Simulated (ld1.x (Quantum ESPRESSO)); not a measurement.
Before and after: TM potential for Mo

- Element: molybdenum (Mo)
- Generator: ld1.x (Quantum ESPRESSO) 7.5
- Type: norm-conserving Troullier–Martins (Kleinman–Bylander form)
- Functional: PBE
- Relativity: fully relativistic
- Frozen core: [Ar] 3d10 4s2
- Valence charge: 12
- Reference configuration: 4p6 4d5 5s1 5p0
- Partial waves: 5s (bound): rc 2.20 bohr; 4p (bound): rc 1.15 bohr; 4d (bound): rc 1.40 bohr
- Local potential: the d channel
- Core correction: none

Open shells are filled in proportion to 2j + 1 (rel_dist='average').

Change: core correction a·sin(br)/r model core inside 1.14 bohr.

Cutoffs: the cutoffs (Ry, on a coarse ladder) from which the occupation-weighted sum of valence levels, in a spherical-Bessel basis at the reference potential, stays within 10 and 1 mRy of its value at 400 Ry; they do not see the model core or the augmentation charge, which bear on the density cutoff. Errors are all-electron minus pseudo energies relative to the spin-unpolarised reference configuration.

Problem. What does the change do?

Solution. The potential gets neither clearly harder nor softer (90 Ry and 140 Ry → 90 Ry and 140 Ry); both files keep a bound ghost (s); of the 7 tests that both files solve, the error grows in 4 and shrinks in 3 by more than 15 % and 0.3 meV (median size 5.2 → 5.2 meV). In the base the local d channel has no projectors, so it cannot carry the spin–orbit splitting, and the file is wrong for that shell. In the changed file the local d channel has no projectors, so it cannot carry the spin–orbit splitting, and the file is wrong for that shell. A model core, the more so a compact one, raises the density cutoff, which this test does not measure.

```csv
quantity,base,changed
"cutoff, loose",90 Ry,90 Ry
"cutoff, tight",140 Ry,140 Ry
bound ghosts,s,s
"largest miss of a reference level, eV",0.12,0.12
"error for 4p6 4d5 5s0 5p0, meV [ΔE 6.89 eV]",-3.4,-6.6
"error for 4p6 4d4 5s0 5p0, meV [ΔE 22.35 eV]",+16,+1.3
"error for 4p6 4d3 5s0 5p0, meV [ΔE 49.09 eV]",+45,-8.5
"error for 4p6 4d5 5s0.5 5p0, meV [ΔE 2.73 eV]",-0.8,-1.3
"error for 4p5 4d5 5s1 5p0, meV [ΔE 44.01 eV]",-15,-25
"error for 4p6 4d5 5s0 5p1, meV [ΔE 3.14 eV]",-4.2,-5.2
"error for 4p6 4d4 5s1 5p0, meV [ΔE 8.06 eV]",+5.2,+2.2
s: phases at 2.41 bohr within 0.05 rad from the reference energy up to (Ry; the scan ends near 5),0.4,0.4
p1/2: phases at 2.41 bohr within 0.05 rad from the reference energy up to (Ry; the scan ends near 5),to the end of the scan,to the end of the scan
p3/2: phases at 2.41 bohr within 0.05 rad from the reference energy up to (Ry; the scan ends near 5),to the end of the scan,to the end of the scan
d3/2: phases at 2.41 bohr within 0.05 rad from the reference energy up to (Ry; the scan ends near 5),to the end of the scan,to the end of the scan
d5/2: phases at 2.41 bohr within 0.05 rad from the reference energy up to (Ry; the scan ends near 5),3.3,3.3
```

 A true bound ghost makes a file unfit for plane-wave use even where its test errors are small: the radial tests pick states by their node count and pass the ghost by.
